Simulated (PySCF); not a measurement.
# Electron correlation in Zn²⁺ (zinc, charge +2)

Starting occupation: [Ar] 3d9 4s1, 3d3/2 with m_j = -3/2, -1/2, +1/2, +3/2, 3d5/2 with m_j = -3/2, -1/2, +1/2, +3/2, +5/2, 4s1/2 with m_j = +1/2. Computed with PySCF 2.14 in x2c-TZVPall-2c with one added diffuse shell each of s, p, d type (7s8p5d1f, 63 functions), with X2C-1e with screened-nucleus spin-orbit coupling, Gaussian nucleus. Frozen: [Ne]; 18 electrons correlated; the 6 highest virtual spinors left out.

MP2 pair energies summed by pair of shells (mhartree):

```
 pair   energy  share (%)
3d-3d  -252.23       46.7
3d-3p  -160.75       29.8
3p-3p   -45.95        8.5
3d-3s   -35.45        6.6
3d-4s   -19.77        3.7
3p-3s   -17.61        3.3
3p-4s    -5.02        0.9
3s-3s    -2.78        0.5
3s-4s    -0.46        0.1
```

Total MP2 correlation energy: -540.02 mhartree.

The GHF reference relaxed away from the jj start to a determinant that is no pure jj level (⟨S²⟩ = 2.00, ⟨J²⟩ = 12.00); the energies belong to that determinant.

This basis was not built for core-valence correlation, so the inner-shell part is incomplete.
